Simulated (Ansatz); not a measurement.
`C[SiH2][AlH][F]` + `C1=NC1` → `C[SiH2]C1C=N1` + `[F][AlH2]`  (formal exchange of groups at the Si–Al bond)

Gas-phase electronic energies from Ansatz, PBE0-D4/def2-TZVP geometries. CCSD(T)/CBS is the MP2 limit (def2-TZVPP, def2-QZVPP) plus CCSD(T) − MP2 in def2-TZVPP, frozen cores. This one scheme is used for every species. One conformer a species, not always the lowest.

```csv
species,HF/def2-SVP energy (Eh)
`C[SiH2][AlH][F]`,-671.44442
`C1=NC1`,-131.73874
`C[SiH2]C1C=N1`,-460.75941
`[F][AlH2]`,-342.42003
```

Problem. Work out ΔE.

Solution. ΔE = (-460.75941) + (-342.42003) − (-671.44442) − (-131.73874) = 0.00372 Eh = +9.8 kJ/mol. CCSD(T)/CBS gives +4.2 kJ/mol.

Largest T1 diagnostic among the species: 0.012.

At CCSD(T), def2-SVP lies +3.6 kJ/mol from the extrapolated value and def2-TZVPP +1.3 kJ/mol. The D4 term adds −4.9 kJ/mol with B3LYP and −2.7 kJ/mol with PBE0; it sums over pairs of atoms, weighted by their polarisabilities, and B3LYP, whose exchange is more repulsive, gets the larger term.

B3LYP here is the variant with VWN-RPA as its local correlation; programs differ in this.
